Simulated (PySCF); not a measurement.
SnH₅⁻ at several levels of theory

All levels use the PBE0 minimum (singlet; Sn–H 1.767 Å (×3), Sn–H 1.877 Å (×2); H–Sn–H 90.0° (×6), H–Sn–H 120.0° (×3), H–Sn–H 180.0°), basis [Sn def2-TZVPD with ECP28, H def2-TZVPD], scalar-relativistic core potentials, density fitting, no spin–orbit coupling, PySCF. For vertical energies the ionised species is a doublet (spins chosen at PBE0 and kept). Open shells are unrestricted, also as the reference of the correlated levels. A dash marks a value that was not computed or is not defined at that level.

| level | vertical detachment energy (eV) | −ε(HOMO) (eV) | gap (eV) |
| --- | --- | --- | --- |
| PBE0 | 2.23 | 0.36 | 4.12 |
| HF | 1.93 | 2.87 | 8.31 |
| MP2 | 2.28 | – | – |
| PBE | 2.07 | -0.61 | 2.57 |
| r2SCAN | 2.09 | -0.42 | 3.23 |
| B3LYP | 2.31 | 0.27 | 3.80 |
| TPSSh | 2.22 | -0.06 | 3.52 |

The highest occupied level lies above zero at PBE, r2SCAN, TPSSh, a mark of self-interaction error.

The lowest empty level of this anion is unbound, so it and the gap depend on the basis.
